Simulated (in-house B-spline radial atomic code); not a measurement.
The numbers below are computed, except where a source is named.
**V in an electron gas of r_s = 2.4: phase shifts, screening, friction and resistivity**

A nucleus sits in a uniform electron gas with a rigid positive background. The Kohn-Sham equations are solved self-consistently in the spin-unpolarised LDA (PW92), non-relativistic, on B-splines with outgoing waves at the boundary and partial waves to l = 8. The model has no lattice, no bands and no magnetic solution. Atomic units; δ_l are the phase shifts at the Fermi level, counted so that each bound state adds π, and good to about 0.0005.

The density parameter is r_s = 2.4 bohr, near that of the valence electrons of In (3 per atom, density 7.31 g/cm³, mass 114.82 u, which gives r_s = 2.41).

```json
{"l": "0", "δ_l (rad)": "9.0149"}
{"l": "1", "δ_l (rad)": "6.2690"}
{"l": "2", "δ_l (rad)": "1.6774"}
{"l": "3", "δ_l (rad)": "-0.0099"}
{"l": "4", "δ_l (rad)": "-0.0016"}
{"l": "5", "δ_l (rad)": "-0.0006"}
{"l": "6", "δ_l (rad)": "-0.0004"}
{"l": "7", "δ_l (rad)": "-0.0004"}
{"l": "8", "δ_l (rad)": "-0.0004"}
```

Bound levels below the band bottom (hartree): s -194.6, s -21.18, p -17.8, s -1.939, p -1.032.

**Question.** Check the Friedel sum rule, and say where the screening charge sits.

**Answer.** k_F = (9π/4)^(1/3)/r_s = 0.79965. The rule is Z = (2/π) Σ (2l + 1) δ_l. The terms are s 5.739, p 11.973, d 5.339, f -0.044 and -0.025 beyond, in all 22.982 against Z = 23. Bound states hold 6 s, 12 p, 0 d electrons, so the scattering states carry 4.98 in all; where a term is smaller than its bound count, the bound level has drawn weight out of the band.

**Question.** Find the transport cross section and the electronic stopping of a 5 keV V ion (mass 50.94 u).

**Answer.** σ_tr = (4π/k_F²) Σ (l + 1) sin²(δ_l − δ_(l+1)). The terms for l = 0 to 3 are 0.1486, 1.9710, 2.9595, 0.0003, all together 5.0793, so σ_tr = 19.652 × 5.0793 = 99.819 bohr². With n = 3/(4π r_s³) = 0.01727, the friction coefficient is Q = n k_F σ_tr = 1.3784. For v well below v_F = 0.800, dE/dx = Q v; with 24801 eV per u at v = 1, v = √(5000/(24801 × 50.94)) = 0.0629, so dE/dx = 0.08672 hartree/bohr = 44.6 eV/nm. The largest term couples the d and f waves.

**Question.** What residual resistivity would 1 atomic per cent of such centres give in In?

**Answer.** Δρ = k_F n_i σ_tr/n in atomic units of 21.74 μΩ·cm. With one host atom per 3 electrons, n_i/n = 0.01/3, so Δρ = 0.7996 × 0.00333 × 99.819 × 21.74 = 5.78 μΩ·cm. This is an atom added to the gas, as on an interstitial site.

**Question.** On a substitutional site the background of one host ion, a sphere holding 3 charges, is taken out. The phase shifts for l = 0 to 4 become 8.6393, 5.9051, 1.1263, -0.0605, -0.0132. What follows?

**Answer.** The Friedel sum is now 19.99, for Z − 3 = 20. The sum in σ_tr is 4.7367, so σ_tr = 93.09 bohr² and Δρ = 5.39 μΩ·cm per atomic per cent, 0.93 times the value above. A real host ion scatters too, so this model doesn't give zero even for the host's own atom.
